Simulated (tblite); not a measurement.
Species: C5H13OPSSi.
Atom-mapped SMILES: `[SiH3:1][CH2:2][P:3]1(=[S:4])[CH2:5][CH2:6][O:7][CH2:8][CH2:9]1` (hydrogens: H10, H11, H12 on Si1; H13, H14 on C2; H15, H16 on C5; H17, H18 on C6; H19, H20 on C8; H21, H22 on C9)

Structure used (GFN2-xTB), in Å, numbered top down from 1:
```xyz
22
C5H13OPSSi angstrom
Si     3.2124   -0.3961   -0.4144
C      1.7945    0.2883    0.6663
P      0.2430   -0.6434    0.4151
S      0.3025   -2.5450    0.7795
C     -1.0362    0.2638    1.3944
C     -2.4013   -0.2061    0.8885
O     -2.6240    0.1361   -0.4577
C     -1.8227   -0.5898   -1.3570
C     -0.3424   -0.2077   -1.2793
H      2.8577   -0.1925   -1.8215
H      4.3879    0.4070   -0.0775
H      3.4274   -1.8054   -0.1190
H      1.6061    1.3442    0.4695
H      2.0460    0.1764    1.7231
H     -0.9301    1.3420    1.2570
H     -0.9193    0.0145    2.4521
H     -2.4764   -1.2974    1.0197
H     -3.2061    0.2749    1.4511
H     -1.9221   -1.6701   -1.1650
H     -2.2230   -0.3680   -2.3501
H     -0.2127    0.8613   -1.4606
H      0.2285   -0.7786   -2.0151
```

Calculated harmonic vibrations of the isolated species, GFN2-xTB (tblite), most abundant isotopes, no scaling. The method is semi-empirical: single wavenumbers can be off by several per cent or more. Modes of hydrogen on silicon can be 10 to 20 % off. One conformer, not necessarily the lowest.

Harmonic wavenumbers (cm⁻¹): 32.7, 88.4, 103.0, 116.2, 144.4, 185.1, 211.9, 246.1, 248.0, 336.0, 396.2, 396.9, 502.2, 519.2, 548.8, 603.1, 677.9, 689.3, 710.9, 755.9, 765.3, 771.3, 784.3, 787.7, 810.1, 857.6, 912.4, 935.9, 968.9, 978.1, 1016.1, 1038.3, 1079.6, 1107.2, 1128.3, 1128.5, 1171.9, 1219.9, 1252.7, 1288.0, 1328.5, 1340.8, 1399.4, 1402.9, 1407.9, 1451.1, 1458.6, 2255.3, 2280.4, 2342.6, 2860.9, 2861.5, 2951.8, 2954.1, 2956.5, 2957.4, 2959.8, 2964.5, 2965.3, 2966.5.

A = 1647, B = 666.9, C = 611.9 MHz; mass 180.019 u (most abundant isotopes); point group C1, symmetry number 1.

**Question.** What is the zero-point energy?

**Answer.** ½Σν̃ = 36790 cm⁻¹ = 440.11 kJ/mol.

**Question.** What is S at 500 K and 1 bar for an ideal gas of classical rigid rotors and harmonic oscillators?

**Answer.** Translation 184.37, rotation 134.26, vibration 255.45: S = 574.1 J/(mol K).

**Question.** And Cp and H(500 K) − H(0)?

**Answer.** Cp = 288.15 J/(mol K), of which vibrations give 254.89 (their classical limit is 60 R = 498.9); H(500 K) − H(0) = 82.76 kJ/mol without the zero-point energy, 66.13 from vibrations.

**Question.** Blend soft modes into free rotors: weight 1/[1 + (100 cm⁻¹/ν̃)⁴] for the oscillator and the rest for a rotor with moment μB/(μ + B), μ = h/(8π²ν), B = 10⁻⁴⁴ kg m². What vibrational entropy results?

**Answer.** 238.78 J/(mol K) in place of 255.45, which changes −T·S at 500 K by +8.34 kJ/mol.

**Question.** What must be added to the electronic energy to get the Gibbs energy at 500 K and 1 bar?

**Answer.** ZPE + [H(500 K) − H(0)] − T·S = 440.11 + 82.76 − 287.04 = 235.83 kJ/mol.

**Question.** Which modes carry the vibrational entropy at 500 K?

**Answer.** 32.7 cm⁻¹: 27.97; 88.4 cm⁻¹: 19.72; 103.0 cm⁻¹: 18.46; 116.2 cm⁻¹: 17.46; 144.4 cm⁻¹: 15.68; 185.1 cm⁻¹: 13.65 J/(mol K); the other 54 give 142.52 together.

Hindered rotation and anharmonicity are outside this model. Other conformers, if any are populated, would add a mixing term that is left out. The structure is chiral; the term R ln 2 for an equal mix with its mirror image is left out.
